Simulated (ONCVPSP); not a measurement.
**carbon: excitation energies, all-electron against ONCV**

ONCVPSP 4.0.1 input, shortened (lines: element, Z, core and valence counts, functional; n l f; lmax; l rc ep ncon nbas qcut; lloc lpopt rc5 dvloc0; l nproj debl; icmod fcfact rcfact), LDA (Perdew-Zunger), scalar-relativistic:

```
  C 6.00    1    2        3      upf
    1    0    2.00
    2    0    2.00
    2    1    1.00
    1
    0    1.10    0.00    3    6    7.70
    1    1.70    0.00    4    9    9.10
    4    5    1.00    3.00
    0    1    2.90
    1    2    0.60
    3    4.00    1.50
```

In the p channel the program set the typed energies aside and used -0.629, 0.250 Ha.

Energies are relative to the spin-unpolarised reference configuration 2s2 2p1; without spin polarisation the order of configurations can differ from experiment.

```csv
valence configuration,charge,ΔE all-electron (eV),error AE − PS (meV)
2s2 2p2,0,-10.988,+10
2s1 2p0,+3,72.229,+135
```

Question: What are ΔE and the potential's error for 2s1 2p3?

Answer: ΔE = -2.746 eV all-electron; the error (AE − PS) is +27 meV.

Question: What are ΔE and the potential's error for 2s2 2p0?

Answer: ΔE = 24.259 eV all-electron; the error (AE − PS) is +41 meV.

Levels in the configuration 2s1 2p3:

```tsv
level	all-electron (eV)	pseudo (eV)
2s	-14.084	-14.074
2p	-5.825	-5.838
```
